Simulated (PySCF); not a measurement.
Compound: C₃H₁₂BN.
SMILES with atom numbers: `[BH3-:1][N@H+:2]([CH3:3])[CH2:4][CH3:5]` (hydrogens: H6, H7, H8 on B1; H9 on N2; H10, H11, H12 on C3; H13, H14 on C4; H15, H16, H17 on C5)

Structure used (GFN2-xTB), in Å, numbered top down from 1:
```xyz
17
C3H12BN angstrom
B     -1.834   -0.726    0.356
N     -0.401    0.084    0.376
C     -0.533    1.405   -0.226
C      0.669   -0.714   -0.222
C      2.069   -0.165    0.027
H     -2.612   -0.021    0.922
H     -1.638   -1.744    0.947
H     -2.109   -0.901   -0.789
H     -0.205    0.195    1.368
H     -1.377    1.917    0.229
H     -0.742    1.285   -1.288
H      0.366    2.012   -0.098
H      0.590   -1.719    0.196
H      0.469   -0.784   -1.293
H      2.237   -0.003    1.091
H      2.237    0.772   -0.500
H      2.807   -0.881   -0.325
```

A PySCF run (density fitting, gas phase, GFN2-xTB geometry) gave HOMO -6.19 eV, LUMO -0.11 eV, dipole 5.36 D and E = -201.063 Eh.

**Question.** Which of these levels was it?
A. PBE/6-311+G(2d,p)
B. BLYP/6-311G**
C. LDA/aug-cc-pVDZ
D. PBE0/pcSseg-1
E. mPW1PW91/STO-3G

**Answer.** B. It is BLYP/6-311G**. All candidates on this geometry:

```json
{"level and settings": "LDA/aug-cc-pVDZ, grid level 3, energy threshold 1e-11 Eh", "kind": "LDA", "basis functions": "223", "SCF cycles": "12", "E (Eh)": "-199.2381", "HOMO (eV)": "-6.35", "LUMO (eV)": "-1.00", "dipole (D)": "5.20"}
{"level and settings": "PBE/6-311+G(2d,p), energy threshold 1e-08 Eh, fitting basis def2-qzvpp-jkfit", "kind": "GGA", "basis functions": "207", "SCF cycles": "9", "E (Eh)": "-200.8988", "HOMO (eV)": "-6.30", "LUMO (eV)": "-0.76", "dipole (D)": "5.25"}
{"level and settings": "BLYP/6-311G**, fitting basis def2-universal-jkfit", "kind": "GGA", "basis functions": "162", "SCF cycles": "10", "E (Eh)": "-201.0635", "HOMO (eV)": "-6.19", "LUMO (eV)": "-0.11", "dipole (D)": "5.36"}
{"level and settings": "PBE0/pcSseg-1", "kind": "global hybrid", "basis functions": "145", "SCF cycles": "12", "E (Eh)": "-200.8568", "HOMO (eV)": "-7.63", "LUMO (eV)": "0.76", "dipole (D)": "5.52"}
{"level and settings": "mPW1PW91/STO-3G", "kind": "global hybrid", "basis functions": "37", "SCF cycles": "11", "E (Eh)": "-198.6844", "HOMO (eV)": "-5.60", "LUMO (eV)": "7.92", "dipole (D)": "5.86"}
```

The nearest other candidate, by the summed differences of HOMO and LUMO, is PBE/6-311+G(2d,p): its HOMO differs by -0.11 eV and its LUMO by -0.65 eV. Cycle counts include a coarse-grid stage where the run had one. All basis functions are spherical, in the Pople sets too.
